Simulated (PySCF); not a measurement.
# C₆ coefficients of unlike pairs at UHF

Calculated with PySCF 2.14 from the dipole response of each species, C₆(A,B) = (3/π) ∫ α_A(iu) α_B(iu) du, in atomic units, from isotropic polarisabilities. For ions this is the dispersion term alone; charge-induced terms of lower order in 1/R come first.

```csv
species,configuration,basis,relativity,α (bohr³),C₆ (like pair)
N⁺,[He] 2s2 2p2 (3P),aug-cc-pCVTZ-DK (7s6p4d2f),spin-free X2C,3.931,8.258
Si⁺,[Ne] 3s2 3p1 (2P),dyall-av3z (19s12p3d2f),none,19.48,104.3
Os,[Xe] 4f14 5d6 6s2 (5D),"aug-cc-pVTZ-PP with one added diffuse shell each of s, p, d, f, g type with ECP60MDF (7s7p6d4f3g)",core potential,76.91,876.0
C,[He] 2s2 2p2 (3P),aug-cc-pVQZ (6s5p4d3f2g),none,11.97,46.36
```

Question: Estimate C₆ for Os with N⁺.

Answer: The integral gives 75.36. The combination rule 2 C_A C_B / (C_A α_B/α_A + C_B α_A/α_B) gives 70.12 and the geometric mean 85.06.

No spin-orbit coupling is included.

The other pairs:

| pair | C₆ |
| --- | --- |
| C, N⁺ | 19.00 |
| Os, Si⁺ | 295.1 |
| C, Si⁺ | 69.02 |
| Si⁺, N⁺ | 27.47 |
| C, Os | 193.3 |
